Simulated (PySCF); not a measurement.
Isomers of C6H6BCl. The calculation used PBE0-D3(BJ)/def2-SVP geometry optimisation, gas phase (PySCF 2.14.0). Energies are electronic, without zero-point or thermal terms, for one conformer each. No frequencies were run at this level. Point groups hold within 0.08 Å.

**Question.** Rank from lowest to highest electronic energy at this level (kcal/mol).
A. `C1C=CC=CB(Cl)C=1` (1-chloroborepin)
B. `Bc1ccc(Cl)cc1`

**Answer.** A (0.0), B (27.2).

```
        SMILES      E (Eh)  E rel (kcal/mol)  dipole (D)  point group      A, B, C (MHz)
ClB1C=CC=CC=C1  -716.54495               0.0        3.28          C2v  3504, 1154, 868.0
 Bc1ccc(Cl)cc1  -716.50155              27.2        0.39          C2v  5533, 1013, 855.9
```

**Question.** How do the relative energies change in single points at CAM-B3LYP/def2-SVPD (no added dispersion term) on the same geometries?

**Answer.** 
```tsv
SMILES	PBE0-D3(BJ)/def2-SVP (kcal/mol)	CAM-B3LYP/def2-SVPD (kcal/mol)	shift
ClB1C=CC=CC=C1	0.0	0.0	0.0
Bc1ccc(Cl)cc1	27.2	25.4	-1.8
```

Each column counts from its own lowest isomer. The order is unchanged; the largest shift is 1.8 kcal/mol.
